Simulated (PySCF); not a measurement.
## Computed vibrations of [Gd(H2O)7]3+

[Gd(H2O)7]3+ (singlet in the valence; each metal's 4f electrons, 7 of them, lie in its core potential, out of spins and levels). PySCF 2.14.0, RKS PBE, Gd lcecp-1-SVP with ECP53, O def2-SVP, H def2-SVP; non-relativistic Hamiltonian with scalar-relativistic core potentials where named; density fitting; no spin-orbit coupling. Central differences of gradients.

```xyz
22

Gd    0.0002    0.0000    0.0000
O    -0.0032    0.0000    2.4148
H     0.7675    0.0000    3.0301
H    -0.7757    0.0000    3.0278
O    -0.0032    0.0000   -2.4148
H     0.7675    0.0000   -3.0301
H    -0.7757    0.0000   -3.0278
O     2.4735    0.0000    0.0000
H     3.0865    0.0000    0.7687
H     3.0865    0.0000   -0.7687
O     0.7598    2.3375    0.0000
H     0.9268    2.9211    0.7733
H     0.9268    2.9211   -0.7733
O    -1.9942    1.4533    0.0000
H    -2.4657    1.8413    0.7705
H    -2.4657    1.8413   -0.7705
O    -1.9942   -1.4533    0.0000
H    -2.4657   -1.8413    0.7705
H    -2.4657   -1.8413   -0.7705
O     0.7598   -2.3375    0.0000
H     0.9268   -2.9211    0.7733
H     0.9268   -2.9211   -0.7733
```

Run from Python with OMP_NUM_THREADS=4. Where DIIS fails, smearing, a level shift and second-order steps follow.
It took 9.1 min on 4 threads of Arm Neoverse V2, on a shared host.

(1) What are the harmonic wavenumbers and infrared intensities?

(2) Is this a minimum?

An lcecp potential fixes the number of 4f electrons, so in runs with it no electron can move into or out of that shell.

Answers

(1) Modes are labelled in C2v; negative numbers are unstable modes, those under 60 cm⁻¹ near the noise; a finer grid moves soft modes by up to 10 cm⁻¹.
```json
{"cm⁻¹": "-390", "km/mol": "–", "symmetry": "a2"}
{"cm⁻¹": "-357", "km/mol": "–", "symmetry": "a2"}
{"cm⁻¹": "-310", "km/mol": "–", "symmetry": "b1"}
{"cm⁻¹": "-224", "km/mol": "–", "symmetry": "a2"}
{"cm⁻¹": "-186", "km/mol": "–", "symmetry": "b1"}
{"cm⁻¹": "-73", "km/mol": "–", "symmetry": "a2"}
{"cm⁻¹": "-66", "km/mol": "–", "symmetry": "b1"}
{"cm⁻¹": "13", "km/mol": "0.0", "symmetry": "b2"}
{"cm⁻¹": "66", "km/mol": "1.1", "symmetry": "a1"}
{"cm⁻¹": "71", "km/mol": "1.7", "symmetry": "b2"}
{"cm⁻¹": "84", "km/mol": "0.0", "symmetry": "a2"}
{"cm⁻¹": "100", "km/mol": "3.7", "symmetry": "b1"}
{"cm⁻¹": "104", "km/mol": "2.4", "symmetry": "b1"}
{"cm⁻¹": "115", "km/mol": "0.0", "symmetry": "a2"}
{"cm⁻¹": "146", "km/mol": "1.5", "symmetry": "b2"}
{"cm⁻¹": "146", "km/mol": "0.6", "symmetry": "a1"}
{"cm⁻¹": "204", "km/mol": "0.1", "symmetry": "a1"}
{"cm⁻¹": "205", "km/mol": "0.0", "symmetry": "b2"}
{"cm⁻¹": "251", "km/mol": "0.0", "symmetry": "a1"}
{"cm⁻¹": "252", "km/mol": "0.0", "symmetry": "b2"}
{"cm⁻¹": "277", "km/mol": "6.5", "symmetry": "a1"}
{"cm⁻¹": "285", "km/mol": "6.4", "symmetry": "b2"}
{"cm⁻¹": "290", "km/mol": "0.1", "symmetry": "b2"}
{"cm⁻¹": "296", "km/mol": "0.0", "symmetry": "a1"}
{"cm⁻¹": "306", "km/mol": "4.3", "symmetry": "b1"}
{"cm⁻¹": "326", "km/mol": "0.0", "symmetry": "a1"}
{"cm⁻¹": "398", "km/mol": "574.3", "symmetry": "a1"}
{"cm⁻¹": "400", "km/mol": "398.6", "symmetry": "b2"}
{"cm⁻¹": "456", "km/mol": "0.0", "symmetry": "b1"}
{"cm⁻¹": "475", "km/mol": "0.3", "symmetry": "b1"}
{"cm⁻¹": "480", "km/mol": "0.0", "symmetry": "a2"}
{"cm⁻¹": "483", "km/mol": "0.0", "symmetry": "a2"}
{"cm⁻¹": "487", "km/mol": "1.3", "symmetry": "a1"}
{"cm⁻¹": "490", "km/mol": "2.0", "symmetry": "b2"}
{"cm⁻¹": "529", "km/mol": "386.5", "symmetry": "a1"}
{"cm⁻¹": "555", "km/mol": "902.0", "symmetry": "b2"}
{"cm⁻¹": "556", "km/mol": "359.6", "symmetry": "b1"}
{"cm⁻¹": "567", "km/mol": "0.1", "symmetry": "b1"}
{"cm⁻¹": "573", "km/mol": "0.0", "symmetry": "a2"}
{"cm⁻¹": "1620", "km/mol": "9.7", "symmetry": "a1"}
{"cm⁻¹": "1621", "km/mol": "91.8", "symmetry": "b2"}
{"cm⁻¹": "1624", "km/mol": "5.2", "symmetry": "a1"}
{"cm⁻¹": "1630", "km/mol": "147.5", "symmetry": "b2"}
{"cm⁻¹": "1630", "km/mol": "228.3", "symmetry": "b1"}
{"cm⁻¹": "1635", "km/mol": "202.9", "symmetry": "a1"}
{"cm⁻¹": "1650", "km/mol": "2.7", "symmetry": "a1"}
{"cm⁻¹": "3588", "km/mol": "519.8", "symmetry": "b1"}
{"cm⁻¹": "3590", "km/mol": "0.0", "symmetry": "a1"}
{"cm⁻¹": "3621", "km/mol": "0.9", "symmetry": "b2"}
{"cm⁻¹": "3621", "km/mol": "9.6", "symmetry": "a1"}
{"cm⁻¹": "3625", "km/mol": "333.3", "symmetry": "a1"}
{"cm⁻¹": "3625", "km/mol": "580.2", "symmetry": "b2"}
{"cm⁻¹": "3636", "km/mol": "0.8", "symmetry": "a1"}
{"cm⁻¹": "3637", "km/mol": "0.0", "symmetry": "b1"}
{"cm⁻¹": "3639", "km/mol": "667.9", "symmetry": "a1"}
{"cm⁻¹": "3678", "km/mol": "89.1", "symmetry": "b1"}
{"cm⁻¹": "3678", "km/mol": "0.0", "symmetry": "a2"}
{"cm⁻¹": "3680", "km/mol": "102.5", "symmetry": "b1"}
{"cm⁻¹": "3683", "km/mol": "0.0", "symmetry": "a2"}
{"cm⁻¹": "3684", "km/mol": "914.9", "symmetry": "b1"}
```

(2) No: 7 unstable; the lowest moves the atoms so:
```
Gd   0.00  0.00  0.00
O    0.00  0.00  0.00
H    0.00  0.04  0.00
H    0.00 -0.02  0.00
O    0.00  0.00  0.00
H    0.00 -0.04  0.00
H    0.00  0.02  0.00
O    0.00  0.00  0.00
H    0.00 -0.48  0.00
H    0.00  0.48  0.00
O    0.00  0.00 -0.01
H    0.23 -0.07  0.00
H   -0.23  0.07  0.00
O    0.00  0.00  0.00
H    0.17  0.22  0.00
H   -0.17 -0.22  0.00
O    0.00  0.00  0.00
H   -0.17  0.22  0.00
H    0.17 -0.22  0.00
O    0.00  0.00  0.01
H   -0.23 -0.07  0.00
H    0.23  0.07  0.00
```
